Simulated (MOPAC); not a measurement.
MOPAC input (PM7):

```
PM7 1SCF UHF MS=0.5 GEO-OK AUX(PRECISION=9) THREADS=1
C3H7Si

C    -2.49007000 1   -0.23584900 1   -0.01595200 1
C    -1.20688200 1    0.25536300 1   -0.10967500 1
C    -0.05192800 1   -0.47897700 1    0.13039600 1
Si    1.66769400 1    0.19379400 1    0.00080100 1
H    -2.67365700 1   -1.26629100 1    0.26223700 1
H    -3.34961700 1    0.38854700 1   -0.21609700 1
H    -1.09393400 1    1.29895900 1   -0.39379000 1
H    -0.18819400 1   -1.52112600 1    0.41335400 1
H     2.45998900 1   -0.55630300 1   -1.00666500 1
H     2.38509400 1    0.07868400 1    1.29596600 1
H     1.60587700 1    1.62119900 1   -0.39483900 1
```

Output:

```
 *******************************************************************************
 **                                                                           **
 **                              MOPAC v23.2.5                                **
 **                                                                           **
 *******************************************************************************
 ** MOPAC's Digital Object Identifier: https://doi.org/10.5281/zenodo.6511958 **
 **                                                                           **
 ** Please cite the open-source release paper for use of this MOPAC version:  **
 ** J. E. Moussa and J. J. P. Stewart (2026)                                  **
 ** MOPAC: An open-source semiempirical molecular orbital program             **
 ** J. Open Source Softw., 11(119), 8025, https://doi.org/10.21105/joss.08025 **
 *******************************************************************************

                              PM7 CALCULATION RESULTS

 *******************************************************************************
 *  PM7        - The PM7 Hamiltonian to be used
 *  GEO-OK     - OVERRIDE INTERATOMIC DISTANCE AND OTHER SAFETY CHECKS
 *  UHF        - UNRESTRICTED HARTREE-FOCK CALCULATION
 *  MS=        - IN MECI, MAGNETIC COMPONENT OF SPIN =  0.5
 *  1SCF       - DO 1 SCF AND THEN STOP
 *  AUX        - OUTPUT AUXILIARY INFORMATION
 *******************************************************************************
PM7 1SCF UHF MS=0.5 GEO-OK AUX(PRECISION=9) THREADS=1
 C3H7Si

   ATOM   CHEMICAL          X               Y               Z
  NUMBER   SYMBOL      (ANGSTROMS)     (ANGSTROMS)     (ANGSTROMS)

     1       C         -2.49007000  *  -0.23584900  *  -0.01595200  *
     2       C         -1.20688200  *   0.25536300  *  -0.10967500  *
     3       C         -0.05192800  *  -0.47897700  *   0.13039600  *
     4      Si          1.66769400  *   0.19379400  *   0.00080100  *
     5       H         -2.67365700  *  -1.26629100  *   0.26223700  *
     6       H         -3.34961700  *   0.38854700  *  -0.21609700  *
     7       H         -1.09393400  *   1.29895900  *  -0.39379000  *
     8       H         -0.18819400  *  -1.52112600  *   0.41335400  *
     9       H          2.45998900  *  -0.55630300  *  -1.00666500  *
    10       H          2.38509400  *   0.07868400  *   1.29596600  *
    11       H          1.60587700  *   1.62119900  *  -0.39483900  *

          CARTESIAN COORDINATES

    NO.       ATOM           X           Y           Z

     1         C         -2.4901     -0.2358     -0.0160
     2         C         -1.2069      0.2554     -0.1097
     3         C         -0.0519     -0.4790      0.1304
     4        Si          1.6677      0.1938      0.0008
     5         H         -2.6737     -1.2663      0.2622
     6         H         -3.3496      0.3885     -0.2161
     7         H         -1.0939      1.2990     -0.3938
     8         H         -0.1882     -1.5211      0.4134
     9         H          2.4600     -0.5563     -1.0067
    10         H          2.3851      0.0787      1.2960
    11         H          1.6059      1.6212     -0.3948

 General Reference for PM7:
 "Optimization of Parameters for Semiempirical Methods VI: More Modifications to the
 NDDO Approximations and Re-optimization of Parameters", J. J. P. Stewart, J. Mol. Mod., 1:32, 19 (2013)
 https://link.springer.com/article/10.1007/s00894-012-1667-x

           Empirical Formula: C3 H7 Si  =    11 atoms

      MOLECULAR POINT GROUP   :   Cs

          UHF CALCULATION, NO. OF ALPHA ELECTRONS =   12
                           NO. OF BETA  ELECTRONS =   11

 -------------------------------------------------------------------------------
 PM7 1SCF UHF MS=0.5 GEO-OK AUX(PRECISION=9) THREADS=1
 C3H7Si

     1SCF WAS SPECIFIED, SO BFGS WAS NOT USED
     SCF FIELD WAS ACHIEVED

                              PM7 CALCULATION
                                                       MOPAC v23.2.5 Linux

          FINAL HEAT OF FORMATION =         34.83111 KCAL/MOL =     145.73337 KJ/MOL

          COSMO AREA              =        129.36 SQUARE ANGSTROMS
          COSMO VOLUME            =        118.55 CUBIC ANGSTROMS

          IONIZATION POTENTIAL    =          9.061653 EV
          ALPHA SOMO LUMO (EV)    =         -9.062  1.090
          BETA  SOMO LUMO (EV)    =        -11.108 -0.533
          NO. OF ALPHA ELECTRONS  =         12
          NO. OF BETA  ELECTRONS  =         11
          MOLECULAR WEIGHT        =         71.1738         POINT GROUP:  Cs

          MOLECULAR DIMENSIONS (Angstroms)

            Atom       Atom       Distance
            H     9    H     6     5.93879
            H     5    H    11     3.54023
            H    10    H     9     2.28284

          SCF CALCULATIONS        =          1

   ATOM   CHEMICAL          X               Y               Z
  NUMBER   SYMBOL      (ANGSTROMS)     (ANGSTROMS)     (ANGSTROMS)

     1       C         -2.49007000  *  -0.23584900  *  -0.01595200  *
     2       C         -1.20688200  *   0.25536300  *  -0.10967500  *
     3       C         -0.05192800  *  -0.47897700  *   0.13039600  *
     4      Si          1.66769400  *   0.19379400  *   0.00080100  *
     5       H         -2.67365700  *  -1.26629100  *   0.26223700  *
     6       H         -3.34961700  *   0.38854700  *  -0.21609700  *
     7       H         -1.09393400  *   1.29895900  *  -0.39379000  *
     8       H         -0.18819400  *  -1.52112600  *   0.41335400  *
     9       H          2.45998900  *  -0.55630300  *  -1.00666500  *
    10       H          2.38509400  *   0.07868400  *   1.29596600  *
    11       H          1.60587700  *   1.62119900  *  -0.39483900  *

                             CARTESIAN COORDINATES

   1    C       -2.490070000    -0.235849000    -0.015952000
   2    C       -1.206882000     0.255363000    -0.109675000
   3    C       -0.051928000    -0.478977000     0.130396000
   4   Si        1.667694000     0.193794000     0.000801000
   5    H       -2.673657000    -1.266291000     0.262237000
   6    H       -3.349617000     0.388547000    -0.216097000
   7    H       -1.093934000     1.298959000    -0.393790000
   8    H       -0.188194000    -1.521126000     0.413354000
   9    H        2.459989000    -0.556303000    -1.006665000
  10    H        2.385094000     0.078684000     1.295966000
  11    H        1.605877000     1.621199000    -0.394839000

           Empirical Formula: C3 H7 Si  =    11 atoms

      MOLECULAR POINT GROUP   :   Cs

          ALPHA EIGENVALUES
 -28.13760 -23.50887 -19.37071 -17.78163 -15.25513 -15.00850 -12.84814 -12.56198
 -12.31430 -11.85609 -11.64636  -9.06165   1.08992   1.73198   2.51298   2.53488
   5.01364   5.21353   5.94737   6.06987   6.16329   6.41491   7.97969  21.08360
  21.16811  21.87991  21.92066  22.31673

           BETA EIGENVALUES
 -28.03169 -23.21611 -19.28476 -17.69268 -15.12307 -14.86434 -12.55748 -12.49812
 -12.25284 -11.45754 -11.10832  -0.53334   1.81539   1.86313   2.52756   2.74071
   5.09194   5.31153   5.98881   6.16141   6.34581   6.50824   8.01104  21.10162
  21.16183  21.87634  21.99857  22.32402

              NET ATOMIC CHARGES AND DIPOLE CONTRIBUTIONS

  ATOM NO.   TYPE          CHARGE      No. of ELECS.   s-Pop       p-Pop       d-Pop
    1          C          -0.288271        4.2883     1.11380     3.17447
    2          C          -0.112873        4.1129     1.07253     3.04034
    3          C          -0.331579        4.3316     1.12708     3.20449
    4         Si           0.052095        3.9479     0.90861     2.90728     0.13201
    5          H           0.144994        0.8550     0.85501
    6          H           0.145305        0.8547     0.85470
    7          H           0.143107        0.8569     0.85689
    8          H           0.154359        0.8456     0.84564
    9          H           0.032008        0.9680     0.96799
   10          H           0.032008        0.9680     0.96799
   11          H           0.028848        0.9712     0.97115
 DIPOLE           X         Y         Z       TOTAL
 POINT-CHG.     0.478     0.305    -0.069     0.571
 HYBRID        -0.807    -0.359     0.073     0.887
 SUM           -0.329    -0.054     0.004     0.334

          ATOMIC ORBITAL ELECTRON POPULATIONS

     Atom    s        px        py        pz      x^2-y^2     xz        z^2       yz        xy
    1  C   1.11380   1.04742   1.11734   1.00971
    2  C   1.07253   0.97923   1.07914   0.98197
    3  C   1.12708   1.08484   1.10496   1.01470
    4 Si   0.90861   0.86673   1.00405   1.03650   0.03659   0.03412   0.02183   0.01379   0.02567
    5  H   0.85501
    6  H   0.85470
    7  H   0.85689
    8  H   0.84564
    9  H   0.96799
   10  H   0.96799
   11  H   0.97115

                    (SZ)    =    0.500000
                    (S**2)  =    0.863705

          ATOMIC ORBITAL SPIN POPULATIONS

    Atom   Total    s     px     py     pz   x^2-y^2  xz     z^2    yz     xy
         Atomic
    1  C  0.7291  0.019  0.027  0.069  0.614
    2  C -0.3940 -0.016 -0.030 -0.041 -0.308
    3  C  0.7282  0.020  0.032  0.070  0.606
    4 Si -0.0437 -0.006 -0.028 -0.007 -0.013  0.000  0.008  0.000  0.000  0.001
    5  H -0.0214 -0.021
    6  H -0.0215 -0.021
    7  H  0.0119  0.012
    8  H -0.0208 -0.021
    9  H  0.0154  0.015
   10  H  0.0154  0.015
   11  H  0.0012  0.001

 **********************
 *                    *
 * JOB ENDED NORMALLY *
 *                    *
 **********************

 == MOPAC DONE ==
```

The geometry given is a B3LYP-D3(BJ)/def2-TZVP minimum.

The determinant is spin-contaminated: <S^2> is 0.86 against 0.75 for a pure state.
